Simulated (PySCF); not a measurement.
Structure with atom numbers: `[CH3:1][c:2]1[cH:3][cH:4][c:5]([F:6])[p:7][cH:8]1` (H(Xn): hydrogen on atom n).

GIAO PBE0/pcSseg-1 shifts (PySCF 2.14.0 with density-fitted response routines, gas phase, non-relativistic, equivalent atoms averaged), each against references optimised in the same way as the molecule (TMS, CFCl3, H3PO4).

On the GFN2-xTB geometry: C5 209.4, C8 164.1, C2 144.5, C3 138.6, C4 127.9, C1 27.1, F6 -85.6, P7 177.3, H(C8) 8.82, H(C4) 7.74, H(C3) 7.61, H(C1) 2.61 ppm.

Question: What changes on the PBE0-D3(BJ)/def2-SVP geometry?

Answer: 
| atoms | δ (ppm) | change |
| --- | --- | --- |
| C5 | 206.8 | -2.6 |
| C8 | 164.2 | +0.1 |
| C2 | 144.0 | -0.5 |
| C3 | 138.9 | +0.3 |
| C4 | 127.4 | -0.5 |
| C1 | 25.6 | -1.5 |
| F6 | -80.4 | +5.2 |
| P7 | 170.8 | -6.5 |
| H(C8) | 8.56 | -0.26 |
| H(C4) | 7.50 | -0.24 |
| H(C3) | 7.39 | -0.22 |
| H(C1) | 2.49 | -0.12 |

Unscaled 19F shifts against computed CFCl3 carry errors that often reach 10 to 50 ppm.

Bonds between heavy atoms that differ most (equivalent bonds averaged): C5–F6 1.357 → 1.338 Å, C8–C2 1.383 → 1.397 Å, C3–C4 1.383 → 1.393 Å, C2–C3 1.392 → 1.401 Å, C4–C5 1.377 → 1.386 Å. Mean change of bonds to hydrogen: C–H +0.013 Å.
